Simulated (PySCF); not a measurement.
C3H6ClFSi, SMILES C/C(Cl)=C/[SiH2]F.

Coordinates come from a B3LYP-D3(BJ)/def2-SVP optimisation. The structure was generated by enumeration; whether it is a known compound was not checked. One conformer was computed; it need not be the lowest.

Method: CAM-B3LYP/def2-TZVP (PySCF).

Symmetry labels are those of the subgroup Cs that the program uses (full group Cs).

Task: List the valence orbital energies around the gap with their symmetry. (Estimate from the structure and the level; the computed values follow.)

Result: 
```json
[
 {"orbital": "HOMO−7", "symmetry": "A'", "energy (eV)": "-13.79"},
 {"orbital": "HOMO−6", "symmetry": "A'", "energy (eV)": "-13.38"},
 {"orbital": "HOMO−5", "symmetry": "A'", "energy (eV)": "-12.48"},
 {"orbital": "HOMO−4", "symmetry": "A\"", "energy (eV)": "-11.74"},
 {"orbital": "HOMO−3", "symmetry": "A\"", "energy (eV)": "-10.92"},
 {"orbital": "HOMO−2", "symmetry": "A'", "energy (eV)": "-10.86"},
 {"orbital": "HOMO−1", "symmetry": "A'", "energy (eV)": "-10.58"},
 {"orbital": "HOMO", "symmetry": "A\"", "energy (eV)": "-8.97"},
 {"orbital": "LUMO", "symmetry": "A\"", "energy (eV)": "0.26"},
 {"orbital": "LUMO+1", "symmetry": "A'", "energy (eV)": "1.26"},
 {"orbital": "LUMO+2", "symmetry": "A'", "energy (eV)": "1.76"},
 {"orbital": "LUMO+3", "symmetry": "A'", "energy (eV)": "2.00"}
]
```
